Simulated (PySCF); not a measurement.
Gas-phase reaction: 2 GaF + 2 F2 = Ga2F6

Method: PySCF energies plus ideal-gas RRHO corrections (1 bar). † marks an energy on the PBE0/def2-TZVP geometry and frequencies; other levels use their own. MP2 freezes the core. 6-31G* has spherical d functions here. All species are closed-shell singlets. B3LYP is the form with VWN-RPA correlation. Ga: all electrons, no relativistic terms. Ga2F6: computed as isolated molecules; such fragments, hydroxides, amides, oligomers or adducts are transient or little studied in the gas. MP2 isn't extrapolated to the basis-set limit; its ΔH°(298 K) is -1644.7 kJ in def2-SVP and -1615.8 kJ in def2-TZVPP. The harmonic model lacks anharmonicity and excited electronic states, which grow with temperature; levels with a mode under 35 cm⁻¹ are left out. Soft modes under 120 cm⁻¹ make the harmonic entropy rough for Ga2F6.

```json
[
 {"level": "B3LYP/6-31G*", "ΔE electronic, kJ": "-1409", "ΔH°(298 K), kJ": "-1396", "ΔS°(298 K), J/K": "-433", "ΔG°(1800 K), kJ": "-667"},
 {"level": "M06-2X/def2-TZVP†", "ΔE electronic, kJ": "-1591", "ΔH°(298 K), kJ": "-1579", "ΔS°(298 K), J/K": "-431", "ΔG°(1800 K), kJ": "-853"},
 {"level": "MP2/def2-TZVPP†", "ΔE electronic, kJ": "-1628", "ΔH°(298 K), kJ": "-1616", "ΔS°(298 K), J/K": "-431", "ΔG°(1800 K), kJ": "-890"},
 {"level": "PBE0/def2-QZVP†", "ΔE electronic, kJ": "-1473", "ΔH°(298 K), kJ": "-1461", "ΔS°(298 K), J/K": "-431", "ΔG°(1800 K), kJ": "-735"},
 {"level": "PBE0/def2-SVP†", "ΔE electronic, kJ": "-1505", "ΔH°(298 K), kJ": "-1493", "ΔS°(298 K), J/K": "-431", "ΔG°(1800 K), kJ": "-767"},
 {"level": "LDA/def2-TZVP†", "ΔE electronic, kJ": "-1501", "ΔH°(298 K), kJ": "-1489", "ΔS°(298 K), J/K": "-431", "ΔG°(1800 K), kJ": "-763"}
]
```
ΔH° is lowest at MP2/def2-TZVPP† and highest at B3LYP/6-31G*. No reference value is set beside these.
